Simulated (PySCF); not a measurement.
Zn+ (zinc, charge +1) across methods

[Ar] 3d9 4s1 4p1, one real determinant (an excited configuration). Computed with PySCF 2.14 in aug-cc-pVDZ-PP with ECP10MDF, with a scalar-relativistic core potential.

```
   method  E (hartree)  mean ε 3d β (eV)  mean ε 4s α (eV)  mean ε 4p α (eV)  Σ⟨r²⟩ (bohr²)   ⟨S²⟩
      PBE    -226.2569           -27.678           -17.487           -10.923          28.08  3.750
  LC-wPBE    -226.3029           -33.148           -21.574           -14.640          27.89  3.750
   PBEsol    -225.9831           -27.582           -17.535           -10.897          28.00  3.750
      LDA    -225.8327           -27.793           -17.762           -10.935          28.01  3.750
      UHF   -225.26413           -39.246           -21.472           -14.637          28.30  3.751
  wB97M-V    -226.1046           -33.320           -20.842           -13.883          28.09  3.750
     PBE0    -226.2237           -30.817           -18.609           -11.952          28.02  3.750
   r2SCAN    -226.1692           -27.901           -17.878           -11.238          27.76  3.751
BHandHLYP    -226.1255           -33.931           -19.593           -12.732          28.00  3.750
```

⟨L²⟩ = 8.01 against 12 for a pure F term, so this real determinant mixes terms. Energies and moments cover only the electrons outside the core potential.
